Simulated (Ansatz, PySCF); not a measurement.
Some isomers of C6H12, singlet:

A. C/C=C\C(C)C
B. CC1CCCC1
C. C/C=C\CCC
D. C/C=C(\C)CC
E. C=C(C)CCC
F. CC/C=C\CC

Quantity: relative energy (0 K, with B3LYP-D3(BJ) harmonic zero-point energies), kcal/mol. Geometries: B3LYP-D3(BJ)/def2-TZVP minima from Ansatz (a quantum-chemistry and plane-wave program), one conformer each, not searched for the lowest. Frequencies are from Ansatz or PySCF. Correlated levels leave the core frozen unless marked. Spin-orbit coupling is left out. Non-relativistic. CBS(X,Y): correlation extrapolated as X^-3; Hartree-Fock from the larger set. Values are relative to the lowest entry of each level; other isomers of the formula, not listed, may lie lower.

|  | BHLYP-D3(BJ)/def2-TZVPD (Ansatz + dftd3) | wB97X-V/def2-TZVPD (Ansatz) | wB97X/def2-TZVPD (Ansatz) | CCSD(T)/CBS(cc-pVTZ,cc-pVQZ) (Ansatz) |
|---|---|---|---|---|
| A | 10.9 | 14.6 | 12.8 | ___ |
| B | 0.0 | 0.0 | 0.0 | ___ |
| C | 11.9 | 15.7 | 13.8 | ___ |
| D | 9.3 | 13.0 | 11.1 | ___ |
| E | 10.3 | 14.0 | 12.2 | ___ |
| F | 12.4 | 16.4 | 14.4 | ___ |

Some entries are withheld; supply them.


- A, CCSD(T)/CBS(cc-pVTZ,cc-pVQZ) (Ansatz): 12.0
- B, CCSD(T)/CBS(cc-pVTZ,cc-pVQZ) (Ansatz): 0.0
- C, CCSD(T)/CBS(cc-pVTZ,cc-pVQZ) (Ansatz): 13.4
- D, CCSD(T)/CBS(cc-pVTZ,cc-pVQZ) (Ansatz): 10.6
- E, CCSD(T)/CBS(cc-pVTZ,cc-pVQZ) (Ansatz): 11.5
- F, CCSD(T)/CBS(cc-pVTZ,cc-pVQZ) (Ansatz): 14.0
